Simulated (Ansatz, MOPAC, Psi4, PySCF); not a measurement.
System: SiOF, net charge 0, doublet state. SMILES: O=[Si]F
Structure (B3LYP-D3(BJ)/def2-TZVP (Ansatz, a quantum-chemistry and plane-wave program) minimum search):
```xyz
3

Si    -0.0796    -0.1221     0.3643
O      1.3457    -0.5528     0.0273
F     -1.0723     0.6813    -0.5910
```
Charge 0, spin multiplicity 2.

Property: vertical ionisation energy to the singlet, in eV. Terms: frozen cores in correlated levels; spin-orbit terms left out; non-relativistic; 6-311+G** with 5d, 6d on Na to Ar in Ansatz; no dispersion term unless named; each state is the SCF solution reached for its charge and spin; open shells spin-unrestricted; six Cartesian d functions in 6-31G* and its kin unless marked 5d. Ab initio and DFT rows: single points at B3LYP-D3(BJ) geometries (Ansatz). Semi-empirical rows: differences of heats of formation at the shared geometry for vertical values.

| level | program | vertical ionisation energy to the singlet (eV) |
|---|---|---|
| PM3 | MOPAC | 7.98 |
| PM6 | MOPAC | 8.66 |
| HF/6-31G* | Ansatz | 10.95 |
| HF/6-311+G** | Ansatz | 11.23 |
| PBE/6-31G* | Ansatz | 10.57 |
| PBE/6-311+G** | Ansatz | 10.91 |
| B3LYP/STO-3G | Ansatz | 6.70 |
| B3LYP/3-21G | Ansatz | 10.44 |
| B3LYP/6-31G* | Ansatz | 10.85 |
| B3LYP/6-311+G** | Ansatz | 11.18 |
| M06-2X/6-31G* (5d) | PySCF | 10.97 |
| wB97X-D/6-31G* | Psi4 | 10.90 |
| MP2/6-31G* | Ansatz | 10.26 |
| B3LYP/def2-TZVPD | Ansatz | 11.08 |

No value to compare with is used here. The 13 habitual levels span 6.70 (B3LYP/STO-3G) to 11.23 eV (HF/6-311+G**); B3LYP/def2-TZVPD gives 11.08.

The levels are drawn from those run, B3LYP/6-31G* more often than the rest, none by its result; left out are runs that failed, that the program found above a lower state of the same kind, or whose <S^2> lies over 0.5 above the pure value.
